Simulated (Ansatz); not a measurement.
Question: Name a neutral molecule of B, Br, C, Ge and H with HOMO energy (PBE/def2-TZVPP) between -6.65 and -6.35 eV and size of the dipole moment (ωB97M-V/def2-TZVPP) between 1.40 and 1.70 D (Ansatz, PBE0-D4/def2-TZVP geometry).

Answer: `B[CH]([GeH3])Br` (-6.42 eV, 1.68 D). Other molecules can fit too; these were computed, each in one conformer that needn't be the lowest.
